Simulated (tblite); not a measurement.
Run record: molecular-dynamics run, `C#Cc1occc1C(F)F`.

Computed with GFN2-xTB (tblite), gas phase: Langevin dynamics at 400 K from the optimised GFN2-xTB geometry, time step 0.5 fs, friction 0.01 fs⁻¹, 2000 steps. The input is one job of a driver script: a line of settings, then coordinates in Å. «temperature» is in K, «steps» counts time steps and «every» is the stride of the printed frames; «frames» go on to single points.

Command:
```bash
OMP_NUM_THREADS=1 python probes_run.py task.json out
```

Input:
```
{"job": {"kind": "md", "xc": "GFN2-xTB", "basis": "xTB", "temperature": 400, "steps": 2000, "every": 50, "frames": 5}, "charge": 0, "multiplicity": 1}
C      2.709744    -1.096521     1.077594
C      1.593988    -0.959469     0.654113
C      0.290009    -0.787871     0.161526
O     -0.507036    -1.850475    -0.054197
C     -1.676887    -1.389219    -0.517605
C     -1.664080    -0.031535    -0.612953
C     -0.379701     0.372324    -0.169687
C      0.146150     1.759778    -0.073633
F      0.182418     2.362993    -1.292249
F     -0.656285     2.541187     0.696719
H      3.684255    -1.214054     1.447501
H     -2.434797    -2.113621    -0.739635
H     -2.450240     0.611063    -0.950312
H      1.161784     1.794948     0.350651
```

Output:
```
t/fs     T/K      E/eV
    0.0   309.9   -829.39805
   25.0   204.1   -828.93977
   50.0   347.4   -828.92551
   75.0   366.0   -828.93382
  100.0   290.6   -828.74358
  125.0   307.0   -828.84833
  150.0   330.5   -828.92872
  175.0   383.9   -828.81139
  200.0   430.6   -828.70527
  225.0   386.9   -828.69161
  250.0   296.9   -828.89399
  275.0   353.9   -828.92070
  300.0   276.5   -828.99149
  325.0   314.0   -828.95503
  350.0   374.3   -828.88047
  375.0   357.5   -828.78313
  400.0   345.7   -828.71341
  425.0   340.4   -828.58797
  450.0   480.7   -828.89056
  475.0   403.5   -828.75224
  500.0   407.8   -828.85022
  525.0   344.0   -828.85897
  550.0   318.3   -828.79105
  575.0   314.8   -828.65129
  600.0   569.2   -828.69428
  625.0   399.5   -828.54724
  650.0   601.0   -829.01595
  675.0   396.5   -828.62676
  700.0   375.5   -828.53674
  725.0   503.5   -828.81918
  750.0   403.6   -828.70922
  775.0   427.7   -828.72244
  800.0   487.5   -828.70165
  825.0   396.6   -828.56942
  850.0   267.7   -828.68868
  875.0   302.6   -828.92410
  900.0   269.3   -828.95863
  925.0   217.9   -828.96621
  950.0   231.6   -829.03958
  975.0   266.2   -829.07338
 1000.0   403.0   -829.07878
```

E is the potential energy; T comes from the kinetic energy over all 3N coordinates.

Question: Sum up the printed frames.

Answer: 41 frames over 1000 fs. T runs from 204 K (25 fs) to 601 K (650 fs), with a mean of 361 K over all frames and 376 K from 500 fs on. E starts at -829.398 eV, peaks 0.861 eV above that at 700 fs, and averages 0.597 eV above it from 500 fs on.

Question: Give the last frame.

Answer: 0.08 Å rms from the start after alignment:
```
atom  x, y, z in Å
C1      3.142   -0.612    0.501
C2      1.945   -0.729    0.535
C3      0.552   -0.797    0.629
O4     -0.021   -1.961    0.267
C5     -1.338   -1.787    0.443
C6     -1.631   -0.527    0.934
C7     -0.341    0.151    0.982
C8     -0.050    1.584    1.345
F9     -0.606    2.499    0.502
F10    -0.490    1.986    2.523
H11     4.221   -0.554    0.446
H12    -1.915   -2.685    0.358
H13    -2.632   -0.072    1.117
H14     1.072    1.691    1.411
```

Hardware: Arm Neoverse N1, one thread, shared host with 64 logical CPUs at a one-minute load of 60. Cost: 20 s wall, 0.18 GiB resident at most.
